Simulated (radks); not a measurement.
Pb53+, 29 electrons, occupied as [Ar] 3d10 4s1. Method: scalar-relativistic Kohn-Sham, BLYP, spin-polarised, spherical densities, finite nucleus; open shells are filled with parallel spins first (spin-orbit coupling, left out, can overturn this in heavy ions); Fermi nuclear charge, rms radius 5.5012 fm; computed with a radial shooting solver on a logarithmic mesh with Libxc functionals.

Normalised radial functions P(r) = r R(r), r in bohr:

r          3s down
0.0008699   0.3767
0.0009808   0.4103
0.001106    0.4464
0.001247    0.4848
0.001395    0.5227
0.001572    0.5655
0.001773    0.6102
0.001999    0.6568
0.002254    0.7046
0.002521    0.7499
0.002842    0.7986
0.003205    0.8463
0.003613    0.8920
0.004042    0.9314
0.004557    0.9685
0.005138    0.9982
0.005793    1.0180
0.006531    1.0250
0.007306    1.0171
0.008237    0.9899
0.009287    0.9396
0.01047     0.8626
0.01171     0.7635
0.01321     0.6256
0.01489     0.4531
0.01679     0.2457
0.01893     0.0057
0.02117    -0.2431
0.02387    -0.5277
0.02691    -0.8181
0.03035    -1.0962
0.03394    -1.3248
0.03827    -1.5117
0.04315    -1.6112
0.04865    -1.5960
0.05485    -1.4440
0.06135    -1.1674
0.06917    -0.7286
0.07799    -0.1620
0.08794     0.4916
0.09836     1.1278
0.1109      1.7688
0.125       2.2938
0.141       2.6378
0.159       2.7604
0.1778      2.6696
0.2005      2.3821
0.226       1.9589
0.2548      1.4790
0.285       1.0478
0.3214      0.6582
0.3624      0.3710
0.4086      0.1855
0.4606      0.0811
0.5152      0.0328
0.5809      0.0106
0.655       0.0029
0.7385      0.0006
0.826       0.0001
0.9314      0.0000
1.05        0.0000

3s down: eigenvalue -6577.0 eV, 2 radial nodes at r = 0.0190, 0.0804 bohr, <r> = 0.171 bohr, 90 % of the charge inside 0.250 bohr.
